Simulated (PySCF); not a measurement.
An unknown is described by computed data only.

Formula: C5H6F2OSi.

- Rotational structure: rotational constants A, B, C: 2.094, 1.154, 0.870 GHz [GFN2-xTB]
- UV, first state: lowest singlet excitation: 3.58 eV (346 nm, f = 0.000) [TDDFT CAM-B3LYP/def2-SVPD]
- Triplet: lowest triplet excitation (Tamm–Dancoff): 3.12 eV [TDA CAM-B3LYP/def2-SVPD]
- 13C NMR: chemical shifts (computed TMS as zero) by class: 196.5 (1 C), 168.7 (1 C), 159.8 (1 C), 133.1 (1 C), 32.7 (1 C) ppm [GIAO PBE0/pcSseg-1]
- NMR, other nuclei: isotropic shieldings of nuclei other than C and H, by class: -347 (1 O), 292 (2 F), 374 (1 Si) ppm [GIAO PBE0/pcSseg-1]
- 1H NMR: chemical shifts (computed TMS as zero) by class: 7.84 (1 H), 5.13 (2 H), 2.60 (3 H) ppm [GIAO PBE0/pcSseg-1]

Gas-phase values; electronic properties from PySCF, density fitting. Levels stand in brackets. The structure is a single GFN2-xTB conformer in the gas phase; no vibrational or solvent corrections. NMR values are class means; diastereotopic atoms form classes of their own.

Task: What is the compound? Reason from the data.

Result: Numbering: `[CH3:1][C:2](=[O:3])[C:4]1=[CH:5][SiH2:6][C:7]1([F:8])[F:9]`. Its formula, C5H6F2OSi, gives 3 degrees of unsaturation: 1 ring and 2 π bonds in the structure found. 5 carbons fall into 5 classes; from least to most shielded: ketone carbonyl carbon [C2] (196.5 ppm), fully substituted alkene carbon [C4] (168.7 ppm), alkene CH carbon [C5] (159.8 ppm), CF2 carbon [C7] (133.1 ppm), methyl carbon next to a carbonyl [C1] (32.7 ppm). Hydrogen classes from least to most shielded: 1 H on an alkene CH carbon, C5 (7.84 ppm), 2 H on an SiH2 silicon, Si6 (5.13 ppm), 3 H on a methyl carbon next to a carbonyl, C1 (2.60 ppm, a mean of values up to 0.5 ppm apart in this geometry). The other shieldings belong to: -347 ppm, ketone oxygen [O3]; 292 ppm, fluorine of a CF2 group [F8/F9]; 374 ppm, SiH2 silicon [Si6]. S1 is mainly HOMO→LUMO (weight 0.91); the largest Löwdin shares of the orbital it empties are 0.52 on the ketone oxygen, 0.10 on the ketone carbonyl carbon, 0.10 on the fully substituted alkene carbon and 0.08 on the methyl carbon next to a carbonyl, of the orbital it fills 0.26 on the alkene CH carbon, 0.21 on the fully substituted alkene carbon, 0.18 on the ketone carbonyl carbon and 0.17 on the ketone oxygen. The optimised geometry has point group Cs and is an asymmetric top. Structure: `CC(=O)C1=C[SiH2]C1(F)F`. Computed isomers that give other values at the same levels: `C#C/C=C\CO[SiH](F)F` (13C chemical shifts (computed TMS as zero) by class: 152.5 (1 C), 118.8 (1 C), 96.8 (1 C), 82.7 (1 C), 65.7 (1 C) ppm); `C#C/C=C/CO[SiH](F)F` (13C chemical shifts (computed TMS as zero) by class: 153.0 (1 C), 117.7 (1 C), 90.3 (1 C), 85.6 (1 C), 67.6 (1 C) ppm); `FCC1=C[Si@@H](F)C=CO1` (13C chemical shifts (computed TMS as zero) by class: 171.1 (1 C), 162.3 (1 C), 107.6 (1 C), 100.7 (1 C), 84.0 (1 C) ppm). The assignments are read from this structure; whether some other isomer fits the data as well wasn't checked.

Conformer computed: `[CH3:1][C:2](=[O:3])[C:4]1=[CH:5][SiH2:6][C:7]1([F:8])[F:9]`: C1–C2–C4–C5 180°.
